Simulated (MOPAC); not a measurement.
Input file for MOPAC: PM6 on CH8OSi (a complex), monomers drawn apart or pushed together.

```
PM6 1SCF PRECISE CHARGE=0 THREADS=1
CH8OSi

C      0.19161950 1    -0.02034643 1     0.48587201 1
H     -0.76427606 1    -0.21949003 1     0.96821516 1
H      0.06408628 1    -0.05296463 1    -0.59477685 1
H      0.54676391 1     0.97079240 1     0.76888363 1
H      0.91561980 1    -0.78158282 1     0.77782672 1
O      1.01464132 1     0.21369948 1     3.54323598 1
Si    -0.55002618 1     0.07816981 1     4.05438259 1
H      1.17891119 1     0.18430051 1     2.59723497 1
H     -1.39935063 1     1.17012462 1     3.51642613 1
H     -0.50443938 1     0.15829715 1     5.52765082 1
H     -1.15332263 1    -1.21273650 1     3.63843006 1
```

Program output:

```
*******************************************************************************
 **                                                                           **
 **                              MOPAC v23.2.5                                **
 **                                                                           **
 *******************************************************************************
 ** MOPAC's Digital Object Identifier: https://doi.org/10.5281/zenodo.6511958 **
 **                                                                           **
 ** Please cite the open-source release paper for use of this MOPAC version:  **
 ** J. E. Moussa and J. J. P. Stewart (2026)                                  **
 ** MOPAC: An open-source semiempirical molecular orbital program             **
 ** J. Open Source Softw., 11(119), 8025, https://doi.org/10.21105/joss.08025 **
 *******************************************************************************

                              PM6 CALCULATION RESULTS

 *******************************************************************************
 *  PM6        - The PM6 Hamiltonian to be used
 *
 *
 *
 *                 CHARGE ON SYSTEM = 0
 *
 *
 *
 *  PRECISE    - TIGHTER CRITERIA TO BE USED
 *  1SCF       - DO 1 SCF AND THEN STOP
 *  THREADS=1  - MULTI-THREADING NOT USED
 *  T=         - A TIME OF 172800.0 SECONDS REQUESTED
 *  DUMP=N     - RESTART FILE WRITTEN EVERY 7200.0 SECONDS REQUESTED
 *******************************************************************************
PM6 1SCF PRECISE CHARGE=0 THREADS=1
 CH8OSi

   ATOM   CHEMICAL          X               Y               Z
  NUMBER   SYMBOL      (ANGSTROMS)     (ANGSTROMS)     (ANGSTROMS)

     1       C          0.19161950  *  -0.02034643  *   0.48587201  *
     2       H         -0.76427606  *  -0.21949003  *   0.96821516  *
     3       H          0.06408628  *  -0.05296463  *  -0.59477685  *
     4       H          0.54676391  *   0.97079240  *   0.76888363  *
     5       H          0.91561980  *  -0.78158282  *   0.77782672  *
     6       O          1.01464132  *   0.21369948  *   3.54323598  *
     7      Si         -0.55002618  *   0.07816981  *   4.05438259  *
     8       H          1.17891119  *   0.18430051  *   2.59723497  *
     9       H         -1.39935063  *   1.17012462  *   3.51642613  *
    10       H         -0.50443938  *   0.15829715  *   5.52765082  *
    11       H         -1.15332263  *  -1.21273650  *   3.63843006  *



          CARTESIAN COORDINATES

    NO.       ATOM           X           Y           Z

     1         C          0.1916     -0.0203      0.4859
     2         H         -0.7643     -0.2195      0.9682
     3         H          0.0641     -0.0530     -0.5948
     4         H          0.5468      0.9708      0.7689
     5         H          0.9156     -0.7816      0.7778
     6         O          1.0146      0.2137      3.5432
     7        Si         -0.5500      0.0782      4.0544
     8         H          1.1789      0.1843      2.5972
     9         H         -1.3994      1.1701      3.5164
    10         H         -0.5044      0.1583      5.5277
    11         H         -1.1533     -1.2127      3.6384

 General Reference for PM6:
 "Optimization of Parameters for Semiempirical Methods V: Modification of NDDO Approximations
 and Application to 70 Elements", J. J. P. Stewart, J. Mol. Mod., 13, 1173-1213 (2007)
 URL: https://link.springer.com/article/10.1007/s00894-007-0233-4

           Empirical Formula: C H8 O Si  =    11 atoms



      MOLECULAR POINT GROUP   :   C1


      RHF CALCULATION, NO. OF DOUBLY OCCUPIED LEVELS = 11


 -------------------------------------------------------------------------------
 PM6 1SCF PRECISE CHARGE=0 THREADS=1
 CH8OSi



     1SCF WAS SPECIFIED, SO BFGS WAS NOT USED
     SCF FIELD WAS ACHIEVED


                              PM6 CALCULATION
                                                       MOPAC v23.2.5 Linux




          FINAL HEAT OF FORMATION =        -77.85494 KCAL/MOL =    -325.74505 KJ/MOL


          COSMO AREA              =        122.66 SQUARE ANGSTROMS
          COSMO VOLUME            =        111.22 CUBIC ANGSTROMS

          IONIZATION POTENTIAL    =         11.129836 EV
          HOMO LUMO ENERGIES (EV) =        -11.130 -0.053
          NO. OF FILLED LEVELS    =         11
          MOLECULAR WEIGHT        =         64.1591         POINT GROUP:  C1

          MOLECULAR DIMENSIONS (Angstroms)

            Atom       Atom       Distance
            H    10    H     3     6.15240
            H     5    H     9     2.76242
            H    11    H     4     2.65355


          SCF CALCULATIONS        =          1





   ATOM   CHEMICAL          X               Y               Z
  NUMBER   SYMBOL      (ANGSTROMS)     (ANGSTROMS)     (ANGSTROMS)

     1       C          0.19161950  *  -0.02034643  *   0.48587201  *
     2       H         -0.76427606  *  -0.21949003  *   0.96821516  *
     3       H          0.06408628  *  -0.05296463  *  -0.59477685  *
     4       H          0.54676391  *   0.97079240  *   0.76888363  *
     5       H          0.91561980  *  -0.78158282  *   0.77782672  *
     6       O          1.01464132  *   0.21369948  *   3.54323598  *
     7      Si         -0.55002618  *   0.07816981  *   4.05438259  *
     8       H          1.17891119  *   0.18430051  *   2.59723497  *
     9       H         -1.39935063  *   1.17012462  *   3.51642613  *
    10       H         -0.50443938  *   0.15829715  *   5.52765082  *
    11       H         -1.15332263  *  -1.21273650  *   3.63843006  *

                             CARTESIAN COORDINATES

   1    C        0.191619500    -0.020346430     0.485872010
   2    H       -0.764276060    -0.219490030     0.968215160
   3    H        0.064086280    -0.052964630    -0.594776850
   4    H        0.546763910     0.970792400     0.768883630
   5    H        0.915619800    -0.781582820     0.777826720
   6    O        1.014641320     0.213699480     3.543235980
   7   Si       -0.550026180     0.078169810     4.054382590
   8    H        1.178911190     0.184300510     2.597234970
   9    H       -1.399350630     1.170124620     3.516426130
  10    H       -0.504439380     0.158297150     5.527650820
  11    H       -1.153322630    -1.212736500     3.638430060


           Empirical Formula: C H8 O Si  =    11 atoms



      MOLECULAR POINT GROUP   :   C1


                  EIGENVALUES
 -30.18451 -25.65918 -19.65626 -16.85592 -14.31171 -14.21759 -14.11168 -13.73273
 -13.42748 -11.13272 -11.12984  -0.05301   0.82604   0.94915   1.56237   2.02944
   2.74260   4.50481   4.63517   4.84386   5.35852   5.38843   5.41334   5.53103
   6.70233


              NET ATOMIC CHARGES AND DIPOLE CONTRIBUTIONS

  ATOM NO.   TYPE          CHARGE      No. of ELECS.   s-Pop       p-Pop       d-Pop
    1          C          -0.670461        4.6705     1.08084     3.58962
    2          H           0.174585        0.8254     0.82541
    3          H           0.178329        0.8217     0.82167
    4          H           0.164678        0.8353     0.83532
    5          H           0.163713        0.8363     0.83629
    6          O          -0.597300        6.5973     1.66697     4.93033
    7         Si           0.280806        3.7192     1.16503     1.66822     0.88594
    8          H           0.359918        0.6401     0.64008
    9          H          -0.023041        1.0230     1.02304
   10          H          -0.007923        1.0079     1.00792
   11          H          -0.023305        1.0233     1.02330
 DIPOLE           X         Y         Z       TOTAL
 POINT-CHG.    -1.362    -0.199    -1.256     1.864
 HYBRID         0.997     0.067    -0.691     1.215
 SUM           -0.365    -0.132    -1.947     1.985


          ATOMIC ORBITAL ELECTRON POPULATIONS

     Atom    s        px        py        pz      x^2-y^2     xz        z^2       yz        xy
    1  C   1.08084   1.19548   1.18416   1.20998
    2  H   0.82541
    3  H   0.82167
    4  H   0.83532
    5  H   0.83629
    6  O   1.66697   1.69012   1.81845   1.42176
    7 Si   1.16503   0.35354   0.67832   0.63637   0.13055   0.12989   0.25948   0.06950   0.29652
    8  H   0.64008
    9  H   1.02304
   10  H   1.00792
   11  H   1.02330

 **********************
 *                    *
 * JOB ENDED NORMALLY *
 *                    *
 **********************




 == MOPAC DONE ==
```

The run finished.

Cost: about 0.010 core-seconds (a rough figure).
